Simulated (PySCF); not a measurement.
**I³⁵⁺: ionisation energy**

I³⁵⁺ [Ar] (1S) → I³⁶⁺ [Ne] 3s2 3p5 (2P), as a difference of total energies. All numbers are calculated (PySCF 2.14, the spin-free X2C one-electron Hamiltonian (Gaussian nucleus), in an uncontracted even-tempered set (18 s from 5.9 bohr⁻², ratio 2.5; 12 p from 7.7 bohr⁻², ratio 2.5; 5 d from 35 bohr⁻², ratio 2.7; 4 f from 52 bohr⁻², ratio 2.7)). Correlated levels: outer shells: 1s2 frozen; virtual orbitals above 40 to 60 times the deepest correlated orbital energy dropped. The calculations carry no spin-orbit coupling.

```
                method  ionisation energy (eV)
                   UHF                  2454.6
                   LDA                  2455.8
                   PBE                  2456.0
                  PBE0                  2456.2
                r2SCAN                  2456.9
                  BP86                  2456.6
                 TPSSh                  2456.2
    MP2 (outer shells)                  2455.6
SCS-MP2 (outer shells)                  2455.5
```

A first-order spin-orbit estimate (lowest level to lowest level, LS coupling) adds -22.623 eV.

Breit and QED terms and the two-electron picture change are absent.

For comparison: 2431 ± 5 eV (theoretical estimate listed by NIST; NIST Atomic Spectra Database, ionization energies).
